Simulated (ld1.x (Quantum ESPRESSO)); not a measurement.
Before and after: PAW potential for P

```
Element                 : phosphorus (P)
Generator               : ld1.x (Quantum ESPRESSO) 7.5
Type                    : PAW
Functional              : PBE
Relativity              : non-relativistic
Frozen core             : [Ne]
Valence charge          : 5
Reference configuration : 3s1.75 3p3.25
Partial waves           : 3s (bound): rcut 1.00, rcutus 1.30 bohr; 3s channel at -0.55 Ry: rcut 1.00, rcutus 1.30 bohr; 3p (bound): rcut 1.65, rcutus 1.90 bohr; 3p channel at 1.3 Ry: rcut 1.65, rcutus 1.90 bohr; 3d channel at 0.05 Ry: rcut 1.45, rcutus 1.60 bohr
Local potential         : all-electron potential smoothed inside 1.70 bohr (lloc = -1)
Core correction         : Bessel-smoothed model core, default radius (core density twice the valence density)
Augmentation charge     : PSQ, radius 1.10 bohr
```

All-electron outer shells of the reference configuration (PBE, non-relativistic, ld1.x):

```json
{"shell": "2p", "level (eV)": "-124.89", "outermost node (bohr)": "–", "outermost maximum (bohr)": "0.36"}
{"shell": "3s", "level (eV)": "-14.08", "outermost node (bohr)": "0.66", "outermost maximum (bohr)": "1.58"}
{"shell": "3p", "level (eV)": "-5.66", "outermost node (bohr)": "0.64", "outermost maximum (bohr)": "1.83"}
```

Change: type RRKJ; waves now 3p (bound): rc 1.90 bohr; 3d channel at 0.05 Ry: rc 1.60 bohr; 3s (bound): rc 1.30 bohr; local potential the s channel; rho0 0.01.

Cutoffs: the cutoffs (Ry, on a coarse ladder) from which the occupation-weighted sum of valence levels, in a spherical-Bessel basis at the reference potential, stays within 10 and 1 mRy of its value at 400 Ry; they do not see the model core or the augmentation charge, which bear on the density cutoff. Errors are all-electron minus pseudo energies relative to the spin-unpolarised reference configuration.

Q: What does the change do?

A: The potential gets harder (21 Ry and 30 Ry → 35 Ry and 80 Ry); the bound ghost in s disappears; of the 7 tests that both files solve, the error grows in 4 and shrinks in 0 by more than 15 % and 0.3 meV (median size 0.5 → 3.2 meV); the range in which the s phases agree narrows (upper end at the end of the scan → 3.3). Several settings change at once here, so the effects cannot be laid on one of them.

```csv
quantity,base,changed
"cutoff, loose",21 Ry,35 Ry
"cutoff, tight",30 Ry,80 Ry
loose cutoff by channel (10 mRy a level),"s 21 Ry, p 10 Ry","p 10 Ry, s 30 Ry"
bound ghosts,s,none
"error for 3s2 3p3, meV [ΔE -2.10 eV]",0.0,-0.3
"error for 3s2 3p2, meV [ΔE 7.64 eV]",-0.5,+3.2
"error for 3s2 3p1, meV [ΔE 26.80 eV]",-7.0,+29
"error for 3s2 3p3.3, meV [ΔE -3.41 eV]",0.0,0.0
"error for 3s1 3p0, meV [ΔE 108.43 eV]",-129,+236
"error for 3s0 3p5, meV [ΔE 14.92 eV]",-0.8,-18
"error for 3s2 3p2.5, meV [ΔE 1.68 eV]",0.0,+0.1
s: phases at 2.06 bohr within 0.05 rad from the reference energy up to (Ry; the scan ends near 5),to the end of the scan,3.3
p: phases at 2.06 bohr within 0.05 rad from the reference energy up to (Ry; the scan ends near 5),to the end of the scan,4.6
d: phases at 2.06 bohr within 0.05 rad from the reference energy up to (Ry; the scan ends near 5),to the end of the scan,to the end of the scan
```

 A true bound ghost makes a file unfit for plane-wave use even where its test errors are small: the radial tests pick states by their node count and pass the ghost by.
